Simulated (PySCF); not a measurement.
Simulation results for AlClFH

All values are calculated (PySCF 2.14.0). Calculation on a computer-drawn molecule: vertical ionisation energy to the stated ion spin, frozen-core CCSD(T) at the basis limit and cheaper methods, single-reference cases, UHF for radicals, no spin-orbit; all values are single points at the evaluated structure, the first of each entry, which is the reference or a displaced copy of it and isn't optimised; the reference structure only sets the zero of the energies above reference; triples share is (T) over the correlation energy.

Common to all runs: charge 0; multiplicity 1; ion multiplicity 2; diffuse functions no; basis cc-pV(n+d)Z; reference is the Hartree-Fock double-zeta minimum; best is HF at quadruple zeta + MP2 correlation extrapolated from triple and quadruple zeta + CCSD(T) minus MP2 at triple zeta; basis step is the size of the change from the same recipe one zeta lower.

(1) AlClFH

Evaluated structure:
```xyz
4
AlClFH
F     -0.8335    -0.7961     2.1870
Al    -0.3887    -1.3334     0.6687
Cl    -1.9347    -1.8252    -0.6514
H      1.0723    -1.5347     0.3061
```

Reference structure:
```xyz
4
AlClFH
F     -0.8204    -0.8120     2.1693
Al    -0.4066    -1.3671     0.6778
Cl    -1.9573    -1.7998    -0.6592
H      1.0887    -1.5530     0.3048
```

Results for AlClFH: ionisation energy best 12.42 eV; ionisation energy basis step 0.09007 eV; energy above reference best 0.5802 kcal/mol; energy above reference basis step 0.1266 kcal/mol; ionisation energy Koopmans at triple zeta 12.82 eV; ionisation energy EOM CCSD at triple zeta 12.31 eV; total energy HF triple zeta -801.6600 hartree; total energy CCSD(T) triple zeta -802.2178 hartree; total energy best -802.3205 hartree; T1 diagnostic at triple zeta 0.01101; D1 diagnostic at triple zeta 0.0297; ion T1 diagnostic at triple zeta 0.03029; ion D1 diagnostic at triple zeta 0.1607; ion spin squared at triple zeta 0.7609; triples share at triple zeta 0.03197; basis functions triple zeta 122; dipole magnitude HF at triple zeta 1.571 debye; dipole magnitude CCSD unrelaxed at triple zeta 1.398 debye; dipole magnitude PBE at triple zeta 1.317 debye; dipole magnitude r2SCAN at triple zeta 1.35 debye; dipole magnitude B3LYP at triple zeta 1.408 debye; dipole magnitude wB97X at triple zeta 1.44 debye.

Drawn bonds:
```csv
atom,other atom,order
1,2,1
2,3,1
2,4,1
```

Triple zeta:
```csv
method,ionisation energy (eV),energy above reference (kcal/mol)
HF,11.25,0.9477
PBE,11.62,0.4646
r2SCAN,11.83,0.6216
B3LYP,11.96,0.5136
wB97X,12.25,0.5513
MP2,12.36,0.4697
CCSD,12.15,0.6336
CCSD(T),12.19,0.5844
```

(2) AlClFH

Evaluated structure:
```xyz
4
AlClFH
F     -0.8495    -0.7467     2.2794
Al    -0.3743    -1.3776     0.5838
Cl    -2.0053    -1.7296    -0.7048
H      1.1210    -1.5484     0.2294
```

Reference structure:
```xyz
4
AlClFH
F     -0.8204    -0.8120     2.1693
Al    -0.4066    -1.3671     0.6778
Cl    -1.9573    -1.7998    -0.6592
H      1.0887    -1.5530     0.3048
```

Results for AlClFH: ionisation energy best 12.57 eV; ionisation energy basis step 0.1065 eV; energy above reference best 12.57 kcal/mol; energy above reference basis step 0.8568 kcal/mol; ionisation energy Koopmans at triple zeta 13.03 eV; ionisation energy EOM CCSD at triple zeta 12.48 eV; total energy HF triple zeta -801.6364 hartree; total energy CCSD(T) triple zeta -802.1988 hartree; total energy best -802.3014 hartree; T1 diagnostic at triple zeta 0.01265; D1 diagnostic at triple zeta 0.03413; ion T1 diagnostic at triple zeta 0.02851; ion D1 diagnostic at triple zeta 0.1434; ion spin squared at triple zeta 0.7608; triples share at triple zeta 0.03317; basis functions triple zeta 122; dipole magnitude HF at triple zeta 2.486 debye; dipole magnitude CCSD unrelaxed at triple zeta 2.211 debye; dipole magnitude PBE at triple zeta 2.067 debye; dipole magnitude r2SCAN at triple zeta 2.133 debye; dipole magnitude B3LYP at triple zeta 2.208 debye; dipole magnitude wB97X at triple zeta 2.243 debye.

Drawn bonds:
```csv
atom,other atom,order
1,2,1
2,3,1
2,4,1
```

Triple zeta:
```csv
method,ionisation energy (eV),energy above reference (kcal/mol)
HF,11.42,15.76
PBE,11.79,10.12
r2SCAN,11.9,12.49
B3LYP,12.09,11.95
wB97X,12.41,12.54
MP2,12.51,12.16
CCSD,12.31,13.1
CCSD(T),12.34,12.54
```

(3) AlClFH

Evaluated structure:
```xyz
4
AlClFH
F     -0.8495    -0.7467     2.2794
Al    -0.3743    -1.3776     0.5838
Cl    -2.0231    -1.7334    -0.7189
H      1.1210    -1.5484     0.2294
```

Reference structure:
```xyz
4
AlClFH
F     -0.8204    -0.8120     2.1693
Al    -0.4066    -1.3671     0.6778
Cl    -1.9573    -1.7998    -0.6592
H      1.0887    -1.5530     0.3048
```

The calculation gives: ionisation energy best 12.51 eV; ionisation energy basis step 0.1051 eV; energy above reference best 12.99 kcal/mol; energy above reference basis step 0.9449 kcal/mol; ionisation energy Koopmans at triple zeta 12.99 eV; ionisation energy EOM CCSD at triple zeta 12.42 eV; total energy HF triple zeta -801.6356 hartree; total energy CCSD(T) triple zeta -802.1982 hartree; total energy best -802.3007 hartree; T1 diagnostic at triple zeta 0.01271; D1 diagnostic at triple zeta 0.03428; ion T1 diagnostic at triple zeta 0.02634; ion D1 diagnostic at triple zeta 0.1284; ion spin squared at triple zeta 0.7607; triples share at triple zeta 0.03323; basis functions triple zeta 122; dipole magnitude HF at triple zeta 2.5 debye; dipole magnitude CCSD unrelaxed at triple zeta 2.223 debye; dipole magnitude PBE at triple zeta 2.079 debye; dipole magnitude r2SCAN at triple zeta 2.145 debye; dipole magnitude B3LYP at triple zeta 2.22 debye; dipole magnitude wB97X at triple zeta 2.259 debye.

Drawn bonds:
```csv
atom,other atom,order
1,2,1
2,3,1
2,4,1
```

Triple zeta:
```csv
method,ionisation energy (eV),energy above reference (kcal/mol)
HF,11.35,16.21
PBE,11.63,10.39
r2SCAN,11.88,12.89
B3LYP,12.06,12.28
wB97X,12.36,13
MP2,12.44,12.54
CCSD,12.25,13.49
CCSD(T),12.28,12.9
```

(4) AlClFH

Evaluated structure:
```xyz
4
AlClFH
F     -0.8495    -0.7467     2.2794
Al    -0.3743    -1.3776     0.5838
Cl    -2.3488    -1.8037    -0.9762
H      1.1210    -1.5484     0.2294
```

Reference structure:
```xyz
4
AlClFH
F     -0.8204    -0.8120     2.1693
Al    -0.4066    -1.3671     0.6778
Cl    -1.9573    -1.7998    -0.6592
H      1.0887    -1.5530     0.3048
```

Results for AlClFH: ionisation energy best 11.43 eV; ionisation energy basis step 0.087 eV; energy above reference best 38.34 kcal/mol; energy above reference basis step 1.951 kcal/mol; ionisation energy Koopmans at triple zeta 12.04 eV; ionisation energy EOM CCSD at triple zeta 11.37 eV; total energy HF triple zeta -801.5932 hartree; total energy CCSD(T) triple zeta -802.1586 hartree; total energy best -802.2603 hartree; T1 diagnostic at triple zeta 0.01409; D1 diagnostic at triple zeta 0.03665; ion T1 diagnostic at triple zeta 0.01635; ion D1 diagnostic at triple zeta 0.04367; ion spin squared at triple zeta 0.7609; triples share at triple zeta 0.03445; basis functions triple zeta 122; dipole magnitude HF at triple zeta 3.465 debye; dipole magnitude CCSD unrelaxed at triple zeta 3.095 debye; dipole magnitude PBE at triple zeta 2.924 debye; dipole magnitude r2SCAN at triple zeta 3.038 debye; dipole magnitude B3LYP at triple zeta 3.082 debye; dipole magnitude wB97X at triple zeta 3.255 debye.

Drawn bonds:
```csv
atom,other atom,order
1,2,1
2,3,1
2,4,1
```

Triple zeta:
```csv
method,ionisation energy (eV),energy above reference (kcal/mol)
HF,10.14,42.83
PBE,11.12,32.4
r2SCAN,11.27,37.43
B3LYP,11.31,35.52
wB97X,11.3,38.72
MP2,11.3,37.85
CCSD,11.12,38.85
CCSD(T),11.19,37.77
```

(5) AlClFH

Evaluated structure:
```xyz
4
AlClFH
F     -0.8495    -0.7467     2.2794
Al    -0.3743    -1.3776     0.5838
Cl    -2.3728    -1.8089    -0.9951
H      1.1210    -1.5484     0.2294
```

Reference structure:
```xyz
4
AlClFH
F     -0.8204    -0.8120     2.1693
Al    -0.4066    -1.3671     0.6778
Cl    -1.9573    -1.7998    -0.6592
H      1.0887    -1.5530     0.3048
```

It finds ionisation energy best 11.35 eV; ionisation energy basis step 0.08617 eV; energy above reference best 40.75 kcal/mol; energy above reference basis step 1.983 kcal/mol; ionisation energy Koopmans at triple zeta 11.97 eV; ionisation energy EOM CCSD at triple zeta 11.3 eV; total energy HF triple zeta -801.5891 hartree; total energy CCSD(T) triple zeta -802.1547 hartree; total energy best -802.2565 hartree; T1 diagnostic at triple zeta 0.01422; D1 diagnostic at triple zeta 0.03676; ion T1 diagnostic at triple zeta 0.0163; ion D1 diagnostic at triple zeta 0.04337; ion spin squared at triple zeta 0.761; triples share at triple zeta 0.03455; basis functions triple zeta 122; dipole magnitude HF at triple zeta 3.575 debye; dipole magnitude CCSD unrelaxed at triple zeta 3.19 debye; dipole magnitude PBE at triple zeta 3.015 debye; dipole magnitude r2SCAN at triple zeta 3.135 debye; dipole magnitude B3LYP at triple zeta 3.176 debye; dipole magnitude wB97X at triple zeta 3.363 debye.

Drawn bonds:
```csv
atom,other atom,order
1,2,1
2,3,1
2,4,1
```

Triple zeta:
```csv
method,ionisation energy (eV),energy above reference (kcal/mol)
HF,10.06,45.4
PBE,11.07,34.56
r2SCAN,11.21,39.77
B3LYP,11.25,37.77
wB97X,11.22,41.16
MP2,11.22,40.31
CCSD,11.04,41.31
CCSD(T),11.11,40.19
```

(6) AlClFH

Evaluated structure:
```xyz
4
AlClFH
F     -0.8495    -0.7467     2.2794
Al    -0.3743    -1.3776     0.5838
Cl    -2.3890    -1.8124    -1.0080
H      1.1210    -1.5484     0.2294
```

Reference structure:
```xyz
4
AlClFH
F     -0.8204    -0.8120     2.1693
Al    -0.4066    -1.3671     0.6778
Cl    -1.9573    -1.7998    -0.6592
H      1.0887    -1.5530     0.3048
```

The calculation gives: ionisation energy best 11.3 eV; ionisation energy basis step 0.08562 eV; energy above reference best 42.39 kcal/mol; energy above reference basis step 2.001 kcal/mol; ionisation energy Koopmans at triple zeta 11.93 eV; ionisation energy EOM CCSD at triple zeta 11.25 eV; total energy HF triple zeta -801.5863 hartree; total energy CCSD(T) triple zeta -802.1521 hartree; total energy best -802.2539 hartree; T1 diagnostic at triple zeta 0.01431; D1 diagnostic at triple zeta 0.03684; ion T1 diagnostic at triple zeta 0.01629; ion D1 diagnostic at triple zeta 0.04326; ion spin squared at triple zeta 0.761; triples share at triple zeta 0.03462; basis functions triple zeta 122; dipole magnitude HF at triple zeta 3.65 debye; dipole magnitude CCSD unrelaxed at triple zeta 3.255 debye; dipole magnitude PBE at triple zeta 3.077 debye; dipole magnitude r2SCAN at triple zeta 3.201 debye; dipole magnitude B3LYP at triple zeta 3.24 debye; dipole magnitude wB97X at triple zeta 3.438 debye.

Drawn bonds:
```csv
atom,other atom,order
1,2,1
2,3,1
2,4,1
```

Triple zeta:
```csv
method,ionisation energy (eV),energy above reference (kcal/mol)
HF,10.01,47.15
PBE,11.03,36.04
r2SCAN,11.17,41.36
B3LYP,11.2,39.31
wB97X,11.17,42.83
MP2,11.17,41.99
CCSD,10.99,42.99
CCSD(T),11.06,41.85
```

(7) AlClFH

Evaluated structure:
```xyz
4
AlClFH
F     -0.8495    -0.7467     2.2794
Al    -0.3743    -1.3776     0.5838
Cl    -2.4030    -1.8154    -1.0190
H      1.1210    -1.5484     0.2294
```

Reference structure:
```xyz
4
AlClFH
F     -0.8204    -0.8120     2.1693
Al    -0.4066    -1.3671     0.6778
Cl    -1.9573    -1.7998    -0.6592
H      1.0887    -1.5530     0.3048
```

It finds ionisation energy best 11.26 eV; ionisation energy basis step 0.08517 eV; energy above reference best 43.8 kcal/mol; energy above reference basis step 2.016 kcal/mol; ionisation energy Koopmans at triple zeta 11.89 eV; ionisation energy EOM CCSD at triple zeta 11.21 eV; total energy HF triple zeta -801.5839 hartree; total energy CCSD(T) triple zeta -802.1498 hartree; total energy best -802.2516 hartree; T1 diagnostic at triple zeta 0.0144; D1 diagnostic at triple zeta 0.0369; ion T1 diagnostic at triple zeta 0.01628; ion D1 diagnostic at triple zeta 0.04321; ion spin squared at triple zeta 0.761; triples share at triple zeta 0.03468; basis functions triple zeta 122; dipole magnitude HF at triple zeta 3.717 debye; dipole magnitude CCSD unrelaxed at triple zeta 3.312 debye; dipole magnitude PBE at triple zeta 3.132 debye; dipole magnitude r2SCAN at triple zeta 3.259 debye; dipole magnitude B3LYP at triple zeta 3.296 debye; dipole magnitude wB97X at triple zeta 3.503 debye.

Drawn bonds:
```csv
atom,other atom,order
1,2,1
2,3,1
2,4,1
```

Triple zeta:
```csv
method,ionisation energy (eV),energy above reference (kcal/mol)
HF,9.96,48.65
PBE,11,37.3
r2SCAN,11.13,42.73
B3LYP,11.16,40.62
wB97X,11.13,44.26
MP2,11.13,43.44
CCSD,10.95,44.44
CCSD(T),11.02,43.27
```

(8) AlClFH

Evaluated structure:
```xyz
4
AlClFH
F     -0.8158    -0.8113     2.1808
Al    -0.4011    -1.3685     0.6768
Cl    -1.9609    -1.7905    -0.6660
H      1.0869    -1.5493     0.3056
```

Reference structure:
```xyz
4
AlClFH
F     -0.8204    -0.8120     2.1693
Al    -0.4066    -1.3671     0.6778
Cl    -1.9573    -1.7998    -0.6592
H      1.0887    -1.5530     0.3048
```

Drawn bonds:
```csv
atom,other atom,order
1,2,1
2,3,1
2,4,1
```

To be estimated
1. Estimate the ion D1 diagnostic at triple zeta of AlClFH (entry 8).

## Answers
1. 0.1757

Further results for AlClFH (entry 8):

```
ionisation energy best                         : 12.4 eV
ionisation energy basis step                   : 0.08841 eV
energy above reference best                    : 0.1437 kcal/mol
energy above reference basis step              : 0.07985 kcal/mol
ionisation energy Koopmans at triple zeta      : 12.79 eV
ionisation energy EOM CCSD at triple zeta      : 12.29 eV
total energy HF triple zeta                    : -801.6610 hartree
total energy CCSD(T) triple zeta               : -802.2186 hartree
total energy best                              : -802.3212 hartree
T1 diagnostic at triple zeta                   : 0.01095
D1 diagnostic at triple zeta                   : 0.02943
ion T1 diagnostic at triple zeta               : 0.03262
ion spin squared at triple zeta                : 0.7609
triples share at triple zeta                   : 0.03194
basis functions triple zeta                    : 122
dipole magnitude HF at triple zeta             : 1.462 debye
dipole magnitude CCSD unrelaxed at triple zeta : 1.3 debye
dipole magnitude PBE at triple zeta            : 1.23 debye
dipole magnitude r2SCAN at triple zeta         : 1.257 debye
dipole magnitude B3LYP at triple zeta          : 1.314 debye
dipole magnitude wB97X at triple zeta          : 1.344 debye
```

Triple zeta:
```csv
method,ionisation energy (eV),energy above reference (kcal/mol)
HF,11.23,0.3234
PBE,11.58,0.007553
r2SCAN,11.79,0.1586
B3LYP,11.93,0.09004
wB97X,12.23,0.1556
MP2,12.35,0.08861
CCSD,12.14,0.1563
CCSD(T),12.18,0.1223
```
